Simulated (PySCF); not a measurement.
CH10N2Si2, SMILES NC[SiH2][SiH2]N.

Coordinates come from a B3LYP-D3(BJ)/def2-SVP optimisation. The structure was generated by enumeration, and PubChem lists no compound with its InChIKey, so it may never have been made. Other conformers were not sampled.

Two levels are set side by side: TDDFT-PBE/def2-SVPD (PySCF) and TDDFT-ωB97X/def2-SVPD (PySCF). Vertical, same geometry. The lowest singlet is HOMO→LUMO 99 % with PBE and HOMO→LUMO 66 %, HOMO−1→LUMO 23 % with the other functional; states are paired by order. Differences are taken from unrounded values.

```tsv
quantity	TDDFT-PBE
lowest singlet excitation (eV)	4.17
lowest triplet excitation (TDA) (eV)	3.96
first bright state (f over 0.05) (eV)	6.08
its oscillator strength	0.06
```

Question: These are the TDDFT-PBE values. What does TDDFT-ωB97X give? (Estimate from the structure and the level; the computed values follow.)

Answer: 
```json
[
 {"quantity": "lowest singlet excitation (eV)", "TDDFT-ωB97X": "5.64", "TDDFT-PBE minus TDDFT-ωB97X": "-1.47"},
 {"quantity": "lowest triplet excitation (TDA) (eV)", "TDDFT-ωB97X": "5.18", "TDDFT-PBE minus TDDFT-ωB97X": "-1.21"},
 {"quantity": "first bright state (f over 0.05) (eV)", "TDDFT-ωB97X": "7.02", "TDDFT-PBE minus TDDFT-ωB97X": "-0.94"},
 {"quantity": "its oscillator strength", "TDDFT-ωB97X": "0.06", "TDDFT-PBE minus TDDFT-ωB97X": "-0.01"}
]
```

Functionals without exact exchange tend to place singlet excitations lower, as here. Differences between two approximate levels are no errors against the true value.

Rough cost on one machine, each run with all the roots and properties that it gave: TDDFT-ωB97X against TDDFT-PBE about 9 times.
